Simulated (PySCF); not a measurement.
Dipole response of Os⁺ (osmium, charge +1)

[Xe] 4f14 5d6 6s1, high-spin 6D determinant. Computed with PySCF 2.14 in aug-cc-pVQZ-PP with ECP60MDF, with a scalar-relativistic core potential. Coupled (time-dependent) response in atomic units; α is the mean over directions.

```json
{"method": "M06-L", "mean α (bohr³)": "28.13", "α xx, yy, zz": "28.43, 28.43, 27.53", "C₆ (like pair)": "235.1", "S(−4)": "297.5"}
```

S(−4) is the Cauchy moment in α(ω) = α(0) + S(−4) ω² + …

Spin-orbit coupling is absent.

α(iu) at M06-L:

```csv
u (hartree),α(iu) (bohr³)
0,28.13
0.0500,27.41
0.100,25.54
0.200,20.56
0.300,16.23
0.500,10.85
0.750,7.420
1.00,5.502
1.50,3.433
2.00,2.357
3.00,1.301
5.00,0.5567
```

A single London oscillator, α(iu) = α/(1 + u²/ω²), gives C₆ = (3/4) ω α². Matching the computed C₆ needs ω = 4 × 235.1 / (3 × 28.13²) = 0.396 hartree.

For an ion, C₆ is the dispersion term alone; charge-induced terms of lower order in 1/R come first.

The components differ because the open shell of this determinant is not spherical; for a pure term their mean is the scalar polarisability.

Energies and moments cover only the electrons outside the core potential. Spin-orbit coupling, absent here, splits the open shell strongly.
